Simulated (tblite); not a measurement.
Compound: C5H6BBrO.
Atom-mapped SMILES: `[CH3:1][B:2]([Br:3])[c:4]1[cH:5][cH:6][cH:7][o:8]1` (hydrogens: H9, H10, H11 on C1; H12 on C5; H13 on C6; H14 on C7)

Computed with GFN2-xTB (tblite), gas phase: L-BFGS steps from a force-field or distance-geometry start until the largest atomic force falls under 0.01 eV/Å.

Step 21: E = -630.4831 eV
```
atom  x, y, z in Å  |  force x, y, z in eV/Å
C1     -2.4848    0.1288   -0.0119    0.094   0.017   0.008
B2     -1.2646   -0.0276    0.9777    0.128  -0.031   0.009
Br3    -1.5833   -0.3562    2.8040   -0.020  -0.057   0.061
C4      0.2094    0.0146    0.5405    0.048   0.032  -0.002
C5      1.3522   -0.5182    1.1194    0.016   0.000  -0.020
C6      2.4240   -0.2382    0.2538    0.013   0.027   0.027
C7      1.8912    0.4743   -0.7831    0.004   0.020   0.074
O8      0.5753    0.6166   -0.6314    0.006  -0.010  -0.068
H9     -2.6924    1.1730   -0.2543    0.037   0.002   0.092
H10    -3.4045   -0.2915    0.4011    0.072   0.047  -0.114
H11    -2.2735   -0.3478   -0.9689   -0.077  -0.038   0.007
H12     1.4406   -1.0510    2.0484   -0.191   0.037  -0.064
H13     3.4454   -0.5340    0.3825    0.001   0.069   0.004
H14     2.3642    0.9567   -1.6200   -0.132  -0.115  -0.013
```

Step 22: E = -630.4878 eV
```
atom  x, y, z in Å  |  force x, y, z in eV/Å
C1     -2.4786    0.1346   -0.0138    0.042   0.002   0.016
B2     -1.2651   -0.0362    0.9822    0.071  -0.027  -0.005
Br3    -1.5964   -0.3773    2.8029   -0.009  -0.057   0.070
C4      0.2070    0.0085    0.5469    0.111   0.023  -0.049
C5      1.3545   -0.5130    1.1244    0.091  -0.011  -0.019
C6      2.4247   -0.2348    0.2561    0.026   0.072  -0.044
C7      1.8855    0.4671   -0.7865   -0.019   0.020   0.071
O8      0.5678    0.6001   -0.6310    0.036   0.054  -0.133
H9     -2.6796    1.1838   -0.2446    0.060  -0.036   0.060
H10    -3.4057   -0.2810    0.3893    0.095   0.044  -0.100
H11    -2.2675   -0.3415   -0.9722   -0.074   0.016   0.024
H12     1.4505   -1.0375    2.0545   -0.194  -0.007   0.021
H13     3.4510   -0.5211    0.3817   -0.068   0.073   0.017
H14     2.3513    0.9478   -1.6320   -0.168  -0.165   0.071
```

Step 23: E = -630.4942 eV
```
atom  x, y, z in Å  |  force x, y, z in eV/Å
C1     -2.4681    0.1440   -0.0163   -0.021  -0.014   0.022
B2     -1.2643   -0.0502    0.9887   -0.018  -0.022  -0.013
Br3    -1.6164   -0.4113    2.8019    0.015  -0.051   0.057
C4      0.2056   -0.0013    0.5561    0.147   0.002  -0.097
C5      1.3602   -0.5052    1.1325    0.141  -0.010  -0.020
C6      2.4261   -0.2283    0.2589    0.033   0.115  -0.111
C7      1.8752    0.4560   -0.7907   -0.040   0.012   0.041
O8      0.5562    0.5749   -0.6324    0.061   0.110  -0.146
H9     -2.6592    1.1997   -0.2299    0.095  -0.075   0.018
H10    -3.4064   -0.2637    0.3691    0.108   0.028  -0.053
H11    -2.2596   -0.3299   -0.9772   -0.048   0.082   0.032
H12     1.4640   -1.0167    2.0660   -0.183  -0.054   0.112
H13     3.4585   -0.4998    0.3800   -0.126   0.073   0.032
H14     2.3273    0.9312   -1.6488   -0.164  -0.196   0.126
```

Step 24: E = -630.5018 eV
```
atom  x, y, z in Å  |  force x, y, z in eV/Å
C1     -2.4548    0.1556   -0.0185   -0.068  -0.024   0.026
B2     -1.2628   -0.0685    0.9963   -0.095  -0.019  -0.017
Br3    -1.6419   -0.4563    2.8001    0.053  -0.040   0.021
C4      0.2061   -0.0135    0.5661    0.121  -0.033  -0.116
C5      1.3697   -0.4950    1.1429    0.128   0.004  -0.024
C6      2.4283   -0.2182    0.2609    0.023   0.134  -0.134
C7      1.8610    0.4417   -0.7959   -0.044   0.001  -0.006
O8      0.5420    0.5439   -0.6360    0.061   0.130  -0.077
H9     -2.6306    1.2187   -0.2107    0.128  -0.100  -0.029
H10    -3.4065   -0.2410    0.3427    0.099   0.001   0.022
H11    -2.2495   -0.3128   -0.9829   -0.005   0.141   0.021
H12     1.4787   -0.9907    2.0826   -0.155  -0.075   0.161
H13     3.4662   -0.4707    0.3786   -0.144   0.067   0.041
H14     2.2935    0.9063   -1.6684   -0.103  -0.187   0.112
```

**Question.** Estimate the geometry and energy of step 25. (The exact step hangs on the optimiser's Hessian estimate; all steps are aligned on step 24, rigid shifts and turns removed.)

**Answer.** E = -630.5085 eV, largest force 0.184 eV/Å
```
atom  x, y, z in Å  |  force x, y, z in eV/Å
C1     -2.4437    0.1645   -0.0190   -0.063  -0.025   0.020
B2     -1.2618   -0.0846    1.0020   -0.102  -0.023  -0.018
Br3    -1.6635   -0.4955    2.7973    0.091  -0.029  -0.011
C4      0.2083   -0.0234    0.5726    0.030  -0.066  -0.082
C5      1.3792   -0.4854    1.1514    0.053   0.013  -0.019
C6      2.4302   -0.2075    0.2611   -0.002   0.106  -0.080
C7      1.8483    0.4290   -0.8007   -0.032  -0.001  -0.041
O8      0.5310    0.5195   -0.6402    0.019   0.109   0.025
H9     -2.6023    1.2329   -0.1928    0.133  -0.086  -0.066
H10    -3.4056   -0.2215    0.3205    0.058  -0.030   0.094
H11    -2.2401   -0.2960   -0.9867    0.033   0.165  -0.010
H12     1.4861   -0.9699    2.0980   -0.113  -0.056   0.134
H13     3.4707   -0.4435    0.3784   -0.102   0.054   0.037
H14     2.2625    0.8809   -1.6841   -0.002  -0.132   0.016
```

The energy changes by -0.0067 eV. The first-order estimate −F·Δx gives -0.0096 eV and the mean of the old and new forces, exact on a quadratic surface, -0.0068 eV. The step makes an angle of 80° with the force vector and moves no atom by more than 0.045 Å.

What follows is the cost of the whole relaxation. Hardware: an Intel Xeon at 2.50 GHz with one thread, shared host. Cost: 1.2 s of wall time.
